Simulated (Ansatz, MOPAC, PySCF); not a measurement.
System: SrF, net charge 0, doublet state. SMILES: [F][Sr]
Geometry from a B3LYP-D3(BJ)/def2-TZVP (Ansatz, a first-principles code) optimisation:
```
Sr
F 1 2.0982
```
Charge 0, spin multiplicity 2.

Property: size of the dipole moment, in D. Terms: STO-3G and 3-21G all-electron and non-relativistic; open shells spin-unrestricted; six Cartesian d functions in 6-31G* and its kin unless marked 5d; LANL2DZ with its own core potentials from Na on; def2 sets with scalar-relativistic core potentials past Kr; PM7 with its own dispersion and hydrogen-bond terms; spin-orbit terms left out. Ab initio and DFT rows: single points at B3LYP-D3(BJ) geometries (Ansatz). Semi-empirical rows: dipoles at the shared geometry. The spin state of an ion or metal species was assumed, not searched.

| level | program | size of the dipole moment (D) |
|---|---|---|
| PM3 | MOPAC | 2.47 |
| PM6 | MOPAC | 4.05 |
| PM7 | MOPAC | 6.51 |
| MNDO | MOPAC | 2.51 |
| SVWN5/6-31G* with LANL2DZ past Ar | Ansatz | 3.03 |
| PBE/3-21G | Ansatz | 2.32 |
| BP86/6-31G* with LANL2DZ past Ar (5d) | PySCF | 2.81 |
| B3LYP/3-21G | Ansatz | 2.95 |
| B3LYP/def2-SVP | Ansatz | 3.60 |
| B3LYP/6-31G* with LANL2DZ past Ar | Ansatz | 3.34 |

No value to compare with is used here. The 10 habitual levels span 2.32 (PBE/3-21G) to 6.51 D (PM7).

The levels are drawn from those run, B3LYP/6-31G* more often than the rest, none by its result; runs whose electronic state is in doubt are left out.
